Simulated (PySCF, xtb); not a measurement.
C4F5, SMILES FC(F)=[C]C(F)=C(F)F (connectivity only; charge and spin as stated), charge +1, multiplicity 1. The values are those of a single conformer.

Harmonic wavenumbers (cm⁻¹) from GFN2-xTB run with xtb at its own minimum, in rising order: 66, 71, 97, 125, 188, 337, 358, 404, 508, 530, 552, 575, 633, 711, 970, 1143, 1269, 1383, 1416, 1451, 1891.

Problem. What does PBE0-D3(BJ)/def2-SVP (PySCF 2.14.0) give at its own minimum? (An estimate is asked for; the answer gives what the named calculation found.)

Solution. 62, 67, 117, 143, 228, 372, 411, 448, 577, 633, 652, 684, 769, 775, 1034, 1266, 1481, 1510, 1594, 1619, 2033. Paired by order, the mean absolute difference is 86 cm⁻¹ and the zero-point energies are 21.0 and 23.6 kcal/mol.
